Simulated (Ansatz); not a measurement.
`[OH][Mo]([OH])([OH])([F])([F])[Cl]`. The species carries charge 0 and has multiplicity 1. Mo takes the def2 core potential. The geometry is a stationary point of PBE0-D4/def2-TZVP. It is one conformer, not always the lowest.

```xyz
10

O     1.564    0.294   -0.737
Mo   -0.023   -0.004    0.159
O    -0.824    1.482   -0.609
O    -0.641   -1.155   -1.137
F     0.886    0.802    1.572
F    -1.524    0.099    1.271
Cl    0.488   -1.991    1.289
H     2.274    0.827   -0.361
H    -1.699    1.754   -0.307
H    -0.501   -2.108   -1.141
```

**Question.** What is the dipole moment at PBE/def2-TZVPP? (Estimate.)

**Answer.** The calculation gave: 2.52 D, with components (0.10, 0.85, -2.37) D in this frame, pointing from negative to positive charge.

**Question.** And with r2SCAN, B3LYP, ωB97M-V? (An estimate is asked.)

**Answer.** Ansatz gave: r2SCAN 2.62 D, B3LYP 2.58 D, ωB97M-V 2.70 D.

**Question.** Give the Mulliken charges with PBE, B3LYP, ωB97M-V in def2-TZVPP. (Best estimate.)

**Answer.** Computed: 
```csv
atom,PBE,B3LYP,ωB97M-V
O1,-0.34,-0.39,-0.36
Mo2,1.22,1.50,1.38
O3,-0.35,-0.40,-0.38
O4,-0.33,-0.38,-0.36
F5,-0.31,-0.36,-0.35
F6,-0.32,-0.37,-0.36
Cl7,-0.26,-0.28,-0.25
H8,0.23,0.23,0.22
H9,0.23,0.23,0.22
H10,0.23,0.23,0.22
```

B3LYP here is the variant with VWN-RPA as its local correlation; programs differ in this.
